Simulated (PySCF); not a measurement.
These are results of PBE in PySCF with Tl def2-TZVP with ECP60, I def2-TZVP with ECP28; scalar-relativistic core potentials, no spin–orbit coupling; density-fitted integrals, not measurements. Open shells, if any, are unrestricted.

Q: What shape and geometry does isolated singlet [TlI2]+ take (every ligand bound to Tl)?

A: Counting electrons, thallium keeps none of its valence electrons outside its bonds, so the VSEPR class is AX2 and the expected shape is linear (D∞h), as computed. The lowest minimum found is a singlet of D∞h symmetry with Tl–I 2.617 Å (×2); I–Tl–I 180.0°. Its harmonic wavenumbers are 49 (πu), 146 (σg+), 234 (σu+) cm⁻¹ and its dipole moment is 0.00 D about the centre of mass.

Only a few start shapes were tried, so a lower isomer may exist. With an element this heavy the missing spin–orbit coupling can shift these numbers.
